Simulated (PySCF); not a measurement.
C₆ coefficients of unlike pairs at MN15

Calculated with PySCF 2.14 from the dipole response of each species, C₆(A,B) = (3/π) ∫ α_A(iu) α_B(iu) du, in atomic units, from isotropic polarisabilities. For ions this is the dispersion term alone; charge-induced terms of lower order in 1/R come first.

| species | configuration | basis | relativity | α (bohr³) | C₆ (like pair) |
| --- | --- | --- | --- | --- | --- |
| Bi | [Xe] 4f14 5d10 6s2 6p3 (4S) | aug-cc-pVTZ-PP with ECP60MDF (6s5p4d2f) | core potential | 51.05 | 596.1 |
| Tc²⁺ | [Kr] 4d5 (6S) | aug-cc-pwCVDZ-PP with ECP28MDF (6s6p5d3f) | core potential | 9.119 | 48.85 |
| Br³⁺ | [Ar] 3d10 4s2 4p2 (3P) | aug-cc-pwCVTZ-PP with ECP10MDF (8s7p6d4f1g) | core potential | 6.065 | 22.63 |
| Kr | [Kr] (1S) | aug-cc-pwCVTZ-PP with ECP10MDF (8s7p6d4f1g) | core potential | 17.77 | 138.8 |

**Question.** Estimate C₆ for Br³⁺ with Bi.

**Answer.** The integral gives 106.9. The combination rule 2 C_A C_B / (C_A α_B/α_A + C_B α_A/α_B) gives 103.3 and the geometric mean 116.1.

No spin-orbit coupling is included, so Bi, close to jj coupling, stand for model states.

The other pairs:

```csv
pair,C₆
"Kr, Bi",277.7
"Tc²⁺, Bi",156.5
"Kr, Br³⁺",55.35
"Kr, Tc²⁺",80.99
"Br³⁺, Tc²⁺",33.18
```
